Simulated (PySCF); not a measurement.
CH3Be, charge +1. Atoms are numbered in the order given.

```xyz
5

Be     0.0000     0.0000    -1.2282
C      0.0000     0.0000     0.4255
H      0.8944     0.5164     0.7866
H      0.0000    -1.0328     0.7866
H     -0.8944     0.5164     0.7866
```
Charge +1, spin multiplicity 1.

The structure is a stationary point at B3LYP-D3(BJ)/def2-TZVPD. The spin state was assumed, not searched. The isomer is the one that the SMILES or the coordinates give; other isomers of the formula were not compared.

All values below come from PySCF with PBE/def2-TZVPD.

The molecule is in vacuum.

The total energy comes out as -54.22114 hartree and the point group comes out as C3v. The highest occupied level is -14.19 eV, the lowest empty level is -10.73 eV and the orbital gap comes out as 3.46 eV. The dipole moment about the centre of nuclear charge comes out as 6.02 D and the mean static polarisability is 27.7 bohr³ (4.10 Å³). The polarisability, principal values comes out as 22.5, 22.5, 38.0 bohr³.
